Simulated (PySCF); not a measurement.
A species of formula C3H5BrOSi has this rotational fingerprint, computed with PySCF 2.14.0, PBE0-D3(BJ)/def2-SVP geometry optimisation, gas phase:

- Rotational constants: A = 7810, B = 754.3, C = 696.5 MHz
- Dipole components: |μa| = 1.01 D, |μb| = 0.14 D, |μc| = 0.00 D
- Inertial defect: -9.18 u·Å²
- κ: -0.98

Question: Which candidate fits, each taken in the one conformer that was computed?
A. `[Br:1][CH2:2][C:3]1=[CH:4][SiH2:5][O:6]1` with Br1–C2–C3–C4 0°
B. `[O:1]=[C:2]=[C:3]([SiH3:4])[CH2:5][Br:6]` with C2–C3–C5–Br6 102°

Answer: A. It is BrCC1=C[SiH2]O1, a near-prolate asymmetric top, point group Cs. The candidates at the same level (rigid rotor, commonest isotopes):

```json
{"SMILES": "BrCC1=C[SiH2]O1", "A (MHz)": "7810", "B (MHz)": "754.3", "C (MHz)": "696.5", "μa (D)": "1.01", "μb (D)": "0.14", "μc (D)": "0.00", "Δ (u·Å²)": "-9.18", "point group": "Cs", "rotor": "near-prolate asymmetric top"}
{"SMILES": "O=C=C([SiH3])CBr", "A (MHz)": "2597", "B (MHz)": "964.1", "C (MHz)": "761.2", "μa (D)": "0.77", "μb (D)": "0.47", "μc (D)": "1.26", "Δ (u·Å²)": "-54.90", "point group": "C1", "rotor": "asymmetric top"}
```

`O=C=C([SiH3])CBr` has A 67 % too low. In the right answer the mirror of this Cs structure is the ab plane, so μc vanishes by symmetry (the 0.01 D computed is a residue). No structure here is proved a minimum.
